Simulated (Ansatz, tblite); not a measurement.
Removing and adding an electron: `CN(C)c1ccc(-c2ccc(-c3ccc(C#N)cc3)cc2)cc1`. Total charge 0; singlet. Geometry: PBE-D4/def2-SVP. Ansatz, gas phase; energy differences of separate SCF runs; the oxidised species was run as a doublet alone; the reduced species was run as a doublet alone.

The xTB rows come from tblite. Single mean-field runs in def2-TZVP are fitted with def2-universal-jkfit.

| level | −HOMO (eV) | vertical IE (eV) | −LUMO (eV) | vertical EA (eV) | HOMO–LUMO gap (eV) | IE − EA (eV) | remarks |
| --- | --- | --- | --- | --- | --- | --- | --- |
| GFN1-xTB | 10.34 | 12.34 | 8.39 | 6.47 | 1.96 | 5.87 | – |
| GFN2-xTB | 9.40 | 11.45 | 7.55 | 5.55 | 1.85 | 5.90 | – |
| PBE-D4/def2-TZVP | 4.73 | 6.62 | 2.60 | 0.88 | 2.13 | 5.74 | HOMO above zero (-1 doublet) |
| PBE0-D4/def2-TZVP | 5.57 | 6.82 | 1.90 | 0.75 | 3.66 | 6.08 | HOMO above zero (-1 doublet) |

   A HOMO above zero means that the electron is unbound at that level or that self-interaction error raises the level; the energy of removing that electron tells which. Raw xTB energy differences between charge states are shifted by several eV; the methods need an empirical correction for them. Sets without diffuse functions give affinities that are too small.
